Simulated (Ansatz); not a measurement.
Molecule: sum formula AlOH3 (charge 0, singlet). SMILES: [OH][AlH2]
Geometry from a B3LYP-D3(BJ)/def2-TZVP (Ansatz, a quantum-chemistry and plane-wave program) optimisation:
```
Al
O 1 1.6999
H 2 0.9581 1 124.14
H 1 1.5709 2 115.84 3 -180.00
H 1 1.5789 4 124.38 2 -180.00
```

Property: atomisation energy (electronic, to ground-state atoms), in kcal/mol. Valence correlation only, unless marked. UHF or UKS for open shells. No spin-orbit coupling. No relativistic terms. The coupled-cluster limit lacks core correlation, which all-electron functionals hold. CBS(X,Y): correlation extrapolated as X^-3; Hartree-Fock from the larger set (for Q and 5 zeta extrapolated as (X+1)exp(-9√X)).

```
level                           program  atomisation energy (kcal/mol)
-----------------------  --------------  -----------------------------
B3LYP-D3(BJ)/def2-TZVPD  Ansatz + dftd3                          363.0
wB97M-V/def2-TZVPD               Ansatz                          364.9
```

Predict the CCSD(T)/CBS(cc-pV(Q+d)Z,cc-pV(5+d)Z) result (Ansatz).

367.5 kcal/mol
